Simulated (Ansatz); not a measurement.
Born–Oppenheimer molecular dynamics of ClFH7N3Si (13 atoms, charge 0, multiplicity 1). It starts at the highest image of a converged band, a first-order saddle point between two minima.

All numbers below come from RKS PBE0/def2-SVP in Ansatz 0.2.0.

```yaml
ensemble: NVE (velocity Verlet)
time_step: 0.5 fs
steps_asked: 200
starting_velocities_drawn_for: 100 K
seed: 5816
```

First frame:

```xyz
13
Properties=species:S:1:pos:R:3
Si 0.136 -0.295 -0.230
F -0.223 0.097 1.807
N 1.762 0.050 -0.593
H 2.517 -0.584 -0.373
H 1.999 0.801 -1.229
N -0.621 1.206 -0.628
H -1.621 1.292 -0.480
H -0.160 2.066 -0.353
N -1.010 -1.404 -0.824
H -0.940 -2.399 -0.666
H -1.666 -1.125 -1.543
Cl 0.981 -2.127 1.140
H 0.214 -0.772 2.014
```

Task: How far do the bonds stretch over the last three quarters of this one trajectory? (Pairs bonded in most of those frames.)

Result: 
| bond | mean (Å) | spread (Å) | shortest | longest |
| --- | --- | --- | --- | --- |
| Si1–F2 | 1.887 | 0.168 | 1.58 | 2.06 |
| Si1–N3 | 1.706 | 0.009 | 1.69 | 1.72 |
| Si1–N6 | 1.718 | 0.007 | 1.71 | 1.74 |
| Si1–N9 | 1.707 | 0.010 | 1.69 | 1.72 |
| Si1–Cl12 | 2.655 | 0.180 | 2.46 | 3.13 |
| N3–H4 | 1.010 | 0.004 | 1.00 | 1.02 |
| N3–H5 | 1.013 | 0.007 | 1.00 | 1.02 |
| N6–H7 | 1.015 | 0.004 | 1.01 | 1.02 |
| N6–H8 | 1.014 | 0.004 | 1.01 | 1.02 |
| N9–H10 | 1.011 | 0.012 | 0.99 | 1.03 |
| N9–H11 | 1.014 | 0.013 | 0.99 | 1.04 |
| Cl12–H13 | 1.543 | 0.173 | 1.25 | 1.75 |

Pairs bonded in part of these frames only: Si1–Cl12 63 %, F2–H13 56 %, Cl12–H13 68 %.

Mean temperature of the second half: 300 K. The conserved energy stayed within 0.054 meV per atom of its start (net change -0.017 meV per atom), so the integration is sound. The kinetic energy rose, since the run started high on the potential surface and went downhill. It ends in pieces (ClH + FH6N3Si), so much of that is their flight and rotation, not heat. A run of 0.1 ps of so small a system gives no equilibrium averages. The orbitals stay closed-shell, which can raise the energy where a bond breaks towards radicals; this wasn't checked here.

The run took 4.2 min on 4 threads of Intel(R) Xeon(R) 6975P-C (Granite Rapids) (shared host), peak memory 0.35 GiB.
